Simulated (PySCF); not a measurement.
## Zirconium: a sound run and one with changed settings

Sound run: Zr [Kr] 4d2 5s2, Zr⁺ [Kr] 4d2 5s1. Calculation: PySCF 2.14, in x2c-TZVPall (8s6p6d1f, 63 functions); the spin-free X2C one-electron Hamiltonian (Gaussian nucleus). The sound run starts from symmetry-adapted Hartree-Fock orbitals and uses a fine grid where one is needed.

Changed run: 14 angular points. This setting is unsound on purpose.

```json
{"species": "Zr", "method": "UHF", "sound run (hartree)": "-3596.18329", "changed run (hartree)": "-3596.18329", "converged": "yes"}
{"species": "Zr", "method": "PBE", "sound run (hartree)": "-3597.83925", "changed run (hartree)": "-3597.83209", "converged": "yes"}
{"species": "Zr", "method": "LDA", "sound run (hartree)": "-3593.78021", "changed run (hartree)": "-3593.77732", "converged": "yes"}
{"species": "Zr⁺", "method": "UHF", "sound run (hartree)": "-3595.99266", "changed run (hartree)": "-3595.99266", "converged": "yes"}
{"species": "Zr⁺", "method": "PBE", "sound run (hartree)": "-3597.60315", "changed run (hartree)": "-3597.59484", "converged": "yes"}
{"species": "Zr⁺", "method": "LDA", "sound run (hartree)": "-3593.53299", "changed run (hartree)": "-3593.52961", "converged": "yes"}
```

Ionisation energy of Zr:

| method | sound run (eV) | changed run (eV) |
| --- | --- | --- |
| UHF | 5.187 | 5.187 |
| PBE | 6.424 | 6.456 |
| LDA | 6.727 | 6.741 |

A coarse angular grid integrates products of high-l functions wrongly, so density functionals can shift, and the SCF can exploit the error; Hartree-Fock and MP2 need no grid.

For comparison, NIST gives 6.634 eV between the lowest levels.
